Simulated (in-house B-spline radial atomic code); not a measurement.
Inner levels of iodine as electrons are removed. A shift is the extra binding of the orbital against the neutral atom ([Kr] 4d10 5s2 5p1/2(2) 5p3/2(3)). The density at the nucleus is averaged over the nuclear charge. Computed with an all-electron radial atomic-structure program (B-spline basis): Dirac-Hartree-Fock, jj configuration that fills j = l - 1/2 first, finite nuclei.

A number in brackets counts the electrons of a j subshell.

| ion | configuration | shift of 3s1/2 (eV) | shift of 3p1/2 (eV) | shift of 2s1/2 (eV) | radius of 3s1/2 (bohr) | radius of 3p1/2 (bohr) | radius of 2s1/2 (bohr) | Σ<r²> (bohr²) | change of density at nucleus (bohr⁻³) |
| --- | --- | --- | --- | --- | --- | --- | --- | --- | --- |
| I17+ | [Ar] 3d10 4s2 4p6 | 416.53 | 417.21 | 434.28 | 0.31007 | 0.30041 | 0.11652 | 6.4329 | 196.96 |
| I18+ | [Ar] 3d10 4s2 4p1/2(2) 4p3/2(3) | 455.3 | 456.35 | 476.14 | 0.30976 | 0.30002 | 0.1165 | 5.7677 | 248.5 |
| I19+ | [Ar] 3d10 4s2 4p1/2(2) 4p3/2(2) | 494.8 | 496.24 | 518.93 | 0.30944 | 0.29962 | 0.11648 | 5.1296 | 301.84 |
| I20+ | [Ar] 3d10 4s2 4p1/2(2) 4p3/2(1) | 535.02 | 536.88 | 562.64 | 0.3091 | 0.29919 | 0.11645 | 4.5167 | 357.01 |
| I21+ | [Ar] 3d10 4s2 4p1/2(2) | 575.96 | 578.24 | 607.26 | 0.30874 | 0.29875 | 0.11643 | 3.9276 | 414.01 |
| I22+ | [Ar] 3d10 4s2 4p1/2(1) | 618.4 | 619.69 | 653.69 | 0.30832 | 0.29888 | 0.11641 | 3.3829 | 455.23 |
| I23+ | [Ar] 3d10 4s2 | 661.56 | 661.83 | 701.06 | 0.30788 | 0.29857 | 0.11638 | 2.8593 | 497.37 |
| I24+ | [Ar] 3d10 4s1 | ? | ? | ? | ? | ? | ? | ? | ? |
| I25+ | [Ar] 3d10 | 748.03 | 750.65 | 796.59 | 0.30769 | 0.29759 | 0.11637 | 1.8871 | -871.59 |
| I26+ | [Ar] 3d3/2(4) 3d5/2(5) | 821.17 | 826.36 | 890.8 | 0.30555 | 0.29506 | 0.11629 | 1.7579 | -758.21 |
| I27+ | [Ar] 3d3/2(4) 3d5/2(4) | 895.51 | 903.39 | 987.13 | 0.30342 | 0.29254 | 0.1162 | 1.6349 | -640.64 |
| I28+ | [Ar] 3d3/2(4) 3d5/2(3) | 971.06 | 981.72 | 1085.57 | 0.3013 | 0.29006 | 0.11611 | 1.5177 | -518.85 |
| I29+ | [Ar] 3d3/2(4) 3d5/2(2) | 1047.8 | 1061.34 | 1186.09 | 0.2992 | 0.28759 | 0.11601 | 1.406 | -392.89 |
| I30+ | [Ar] 3d3/2(4) 3d5/2(1) | ? | ? | ? | ? | ? | ? | ? | ? |
| I31+ | [Ar] 3d3/2(4) | 1204.81 | 1224.43 | 1393.32 | 0.29502 | 0.28275 | 0.1158 | 1.1973 | -128.33 |
| I32+ | [Ar] 3d3/2(3) | 1285.46 | 1302.54 | 1501.19 | 0.29293 | 0.28058 | 0.11568 | 1.1013 | 14.593 |
| I33+ | [Ar] 3d3/2(2) | 1367.27 | 1381.88 | 1611.1 | 0.29085 | 0.27844 | 0.11556 | 1.0095 | 161.88 |
| I34+ | [Ar] 3d3/2(1) | ? | ? | ? | ? | ? | ? | ? | ? |
| I35+ | [Ne] 3s2 3p6 | 1534.36 | 1544.3 | 1837.02 | 0.28674 | 0.27422 | 0.11529 | 0.83737 | 469.67 |
| I36+ | [Ne] 3s2 3p1/2(2) 3p3/2(3) | 1609.17 | 1626.03 | 1942.22 | 0.28517 | 0.27233 | 0.11515 | 0.73645 | 643.64 |
| I37+ | [Ne] 3s2 3p1/2(2) 3p3/2(2) | 1684.73 | 1708.66 | 2048.76 | 0.28362 | 0.27047 | 0.11501 | 0.63836 | 821.31 |
| I38+ | [Ne] 3s2 3p1/2(2) 3p3/2(1) | 1761.06 | 1792.19 | 2156.63 | 0.28209 | 0.26863 | 0.11486 | 0.543 | 1002.67 |

Task: Fill in the row of I24+.

Result: shift of 3s1/2 (eV): 704.5; shift of 3p1/2 (eV): 705.92; shift of 2s1/2 (eV): 748.43; radius of 3s1/2 (bohr): 0.30797; radius of 3p1/2 (bohr): 0.29809; radius of 2s1/2 (bohr): 0.11638; Σ<r²> (bohr²): 2.365; change of density at nucleus (bohr⁻³): -171.38.

Task: Fill in the row of I30+.

Result: shift of 3s1/2 (eV): 1125.72; shift of 3p1/2 (eV): 1142.25; shift of 2s1/2 (eV): 1288.68; radius of 3s1/2 (bohr): 0.2971; radius of 3p1/2 (bohr): 0.28516; radius of 2s1/2 (bohr): 0.11591; Σ<r²> (bohr²): 1.2993; change of density at nucleus (bohr⁻³): -262.71.

Task: Fill in the row of I34+.

Result: shift of 3s1/2 (eV): 1450.24; shift of 3p1/2 (eV): 1462.47; shift of 2s1/2 (eV): 1723.05; radius of 3s1/2 (bohr): 0.28878; radius of 3p1/2 (bohr): 0.27631; radius of 2s1/2 (bohr): 0.11543; Σ<r²> (bohr²): 0.92156; change of density at nucleus (bohr⁻³): 313.58.
